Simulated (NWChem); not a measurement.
Molecule: C3H7FOSi; SMILES C=C[Si@H](F)CO

```xyz
13

C      0.1136    -2.6294    -0.5084
C      0.7574    -1.6911     0.2167
Si     0.0157    -0.0146     0.5606
F     -1.5225    -0.0135    -0.0593
C      0.8309     1.4352    -0.3548
O     -0.0073     2.5855    -0.2485
H     -0.8979    -2.4482    -0.9108
H      0.5604    -3.6149    -0.7262
H      1.7670    -1.9233     0.6064
H     -0.0990     0.2803     2.0287
H      1.8110     1.6926     0.1017
H      1.0509     1.1503    -1.4151
H     -0.8867     2.3173    -0.5777
```
Atoms are numbered in this order, from 1.

Level: PBE-D3(BJ)/def2-SVP (NWChem), optimised geometry, unscaled harmonic frequencies. 

| frequency (cm⁻¹) | IR intensity (km/mol) |
|---|---|
| 63 | 2.7 |
| 78 | 2.8 |
| 128 | 0.3 |
| 157 | 3.8 |
| 234 | 7.3 |
| 298 | 24.7 |
| 387 | 40.7 |
| 423 | 88.8 |
| 485 | 11.1 |
| 636 | 9.1 |
| 668 | 15.9 |
| 732 | 95.6 |
| 780 | 37.1 |
| 818 | 144.4 |
| 869 | 94.0 |
| 953 | 23.3 |
| 971 | 14.0 |
| 1003 | 14.2 |
| 1033 | 96.7 |
| 1122 | 27.0 |
| 1229 | 0.5 |
| 1234 | 3.1 |
| 1343 | 49.1 |
| 1369 | 11.8 |
| 1397 | 5.4 |
| 1616 | 7.8 |
| 2178 | 129.4 |
| 2895 | 37.3 |
| 3013 | 12.3 |
| 3052 | 10.4 |
| 3066 | 4.0 |
| 3150 | 4.8 |
| 3679 | 31.2 |

```
Item                                                                                Value
-----------------------------------------------------------------------  ----------------
zero-point energy                                                           58.7 kcal/mol
thermal correction to the enthalpy at 298.15 K (with zero-point energy)     64.5 kcal/mol
heat capacity Cv                                                         28.4 cal/(mol K)
entropy at 298.15 K and 1 atm (symmetry number 1)                        89.4 cal/(mol K)
dipole moment                                                                      2.01 D
```

Rigid rotor and harmonic oscillator; modes under 100 cm⁻¹ make the entropy uncertain.
